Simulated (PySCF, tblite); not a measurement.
Isomers of C5H11NSi2, one GFN2-xTB conformer each. Single-point energies are computed at PBE0/pcSseg-1 (PySCF, gas phase, no added dispersion term), electronic only.

Question: Rank them by PBE0/pcSseg-1 energy, lowest first (kcal/mol).
A. `[N:1]#[C:2][CH2:3]/[CH:4]=[CH:5]\[CH2:6][SiH2:7][SiH3:8]` with C2–C3–C4–C5 -85°, C4–C5–C6–Si7 -91°, C5–C6–Si7–Si8 -55°
B. `[CH3:1][CH2:2][Si@@H:3]1[CH2:4][SiH2:5][C@@H:6]1[C:7]#[N:8]` with C1–C2–Si3–C4 46°, C2–Si3–C4–Si5 -106°, Si3–C4–Si5–C6 -9°, C4–Si5–C6–C7 131°, C2–Si3–C6–Si5 106°
C. `[CH2:1]=[CH:2][CH2:3][CH2:4][SiH2:5][SiH2:6][C:7]#[N:8]` with C1–C2–C3–C4 -120°, C2–C3–C4–Si5 58°, C3–C4–Si5–Si6 52°, C4–Si5–Si6–C7 20°
D. `[H]/[N:1]=[C:2](\[CH2:3][SiH3:4])[CH2:5][C:6]#[C:7][SiH3:8]` with N1–C2–C3–Si4 -92°, N1–C2–C5–C6 -122°
E. `[N:1]#[C:2][C@H:3]1[CH2:4][Si@H:5]([CH2:6][SiH3:7])[CH2:8]1` with C4–Si5–C6–Si7 70°

Answer: B (0.0), E (17.4), C (24.0), A (32.0), D (53.8).

As drawn, the lowest has a four-membered ring and a C≡N group, which the highest lacks; the highest has a C≡C bond, a C=N bond and an N–H bond, which the lowest lacks. GFN2-xTB itself gives, in the same order: 0.0, 0.0, 16.3, 5.9, 7.3. GFN2-xTB puts N#C[C@H]1C[Si@H](C[SiH3])C1 lowest instead; measured from each level's own lowest isomer, the values differ by up to 46.5 kcal/mol ([H]/N=C(\C[SiH3])CC#C[SiH3]: 7.3 against 53.8).

Q: Which frontier levels, dipoles and rotational constants go with these structures?

A: 
```
                     SMILES  HOMO (eV, PBE0/pcSseg-1)  LUMO (eV)  dipole (D)       A, B, C (MHz)
CC[Si@@H]1C[SiH2][C@@H]1C#N                     -7.91      -0.41        4.53   1510, 1430, 979.2
N#C[C@H]1C[Si@H](C[SiH3])C1                     -8.27      -0.07        4.79  4420, 592.7, 562.6
       C=CCC[SiH2][SiH2]C#N                     -7.76      -0.78        3.53  1591, 967.0, 850.1
     N#CC/C=C\C[SiH2][SiH3]                     -7.48      -0.42        3.77  3529, 552.4, 526.9
[H]/N=C(\C[SiH3])CC#C[SiH3]                     -7.36      -0.36        2.11  2402, 544.7, 484.5
```

Q: What happens when harmonic zero-point energies from GFN2-xTB frequencies are added?

A: 
```
                     SMILES  ZPE (kcal/mol)  electronic (kcal/mol)  with ZPE (kcal/mol)
CC[Si@@H]1C[SiH2][C@@H]1C#N            89.0                    0.0                  0.0
N#C[C@H]1C[Si@H](C[SiH3])C1            87.4                   17.4                 15.8
       C=CCC[SiH2][SiH2]C#N            86.7                   24.0                 21.7
     N#CC/C=C\C[SiH2][SiH3]            85.1                   32.0                 28.1
[H]/N=C(\C[SiH3])CC#C[SiH3]            83.3                   53.8                 48.1
```

The zero-point energies span 5.7 kcal/mol. The order is unchanged.
